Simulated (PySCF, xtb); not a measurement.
PbCl₂, SMILES [Cl][Pb][Cl] (connectivity only; charge and spin as stated), neutral, multiplicity 1.

GFN2-xTB in xtb at its own geometry gives an orbital gap of 2.70 eV and a dipole moment of 6.13 D.

Coordinates come from a ωB97X-D3(BJ)/def2-TZVP optimisation. The isomer is the one that the SMILES or the coordinates give; other isomers of the formula were not compared. The def2 effective core potentials stand for the cores of Pb; spin–orbit coupling is left out.

Question: What does ωB97X/def2-TZVPD run with PySCF give? (The exact figures need the calculation; the answer reports its results.)

Answer: gap 9.05 eV (levels -10.42 and -1.37 eV), dipole 4.61 D.
